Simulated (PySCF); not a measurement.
Geometries of 3 isomers of C3H9NSi, from PySCF, PBE0-D3(BJ)/def2-SVP geometry optimisation, gas phase. One conformer each, no zero-point energy, no frequencies.

Question: Which isomer lies lowest at this level?
A.
```xyz
14
angstrom
C     -2.108   -0.253    0.066
C     -0.929    0.529   -0.502
C     -0.007    1.027    0.576
N      1.238    0.853    0.701
Si     2.425    0.003   -0.251
H     -2.805   -0.552   -0.730
H     -2.673    0.348    0.796
H     -1.769   -1.166    0.579
H     -1.306    1.416   -1.043
H     -0.367   -0.076   -1.231
H     -0.526    1.624    1.358
H      3.087   -0.985    0.649
H      1.928   -0.736   -1.464
H      3.429    1.009   -0.705
```
B.
```xyz
14
angstrom
C      2.060   -0.025    1.056
C      1.194    0.547    0.213
C      0.547   -0.111   -0.960
Si    -1.218   -0.637   -0.531
N     -2.044    0.706    0.196
H      2.403   -1.055    0.913
H      2.460    0.518    1.915
H      0.883    1.582    0.406
H      1.107   -1.006   -1.279
H      0.493    0.581   -1.817
H     -1.113   -1.867    0.326
H     -1.993   -0.999   -1.759
H     -3.058    0.714    0.171
H     -1.718    1.040    1.097
```
C.
```xyz
14
angstrom
C     -0.300   -1.136    0.370
C      1.147   -0.648    0.283
N      1.098    0.803    0.330
Si    -0.391    1.468   -0.267
C     -1.182   -0.234   -0.507
H     -0.375   -2.198    0.087
H     -0.631   -1.057    1.419
H      1.739   -1.056    1.121
H      1.615   -1.029   -0.650
H      1.982    1.286    0.412
H     -0.274    2.250   -1.543
H     -1.089    2.363    0.713
H     -2.247   -0.300   -0.242
H     -1.092   -0.512   -1.571
```

Answer: C. That is `C1CN[SiH2]C1`, 14.6 kcal/mol below the next.

```
       SMILES                atoms numbered as above      E (Eh)  relative (kcal/mol)  relative (kJ/mol)  dipole (D)
 C1CN[SiH2]C1  [CH2:1]1[CH2:2][NH:3][SiH2:4][CH2:5]1  -463.46034                  0.0                0.0        0.97
  C=CC[SiH2]N   [CH2:1]=[CH:2][CH2:3][SiH2:4][NH2:5]  -463.43704                 14.6               61.2        1.04
CC/C=N\[SiH3]   [CH3:1][CH2:2]/[CH:3]=[N:4]\[SiH3:5]  -463.42168                 24.3              101.5        2.22
```

As drawn, the lowest has an N–H bond and an Si–C bond, which the highest lacks; the highest has a C=N bond, which the lowest lacks.
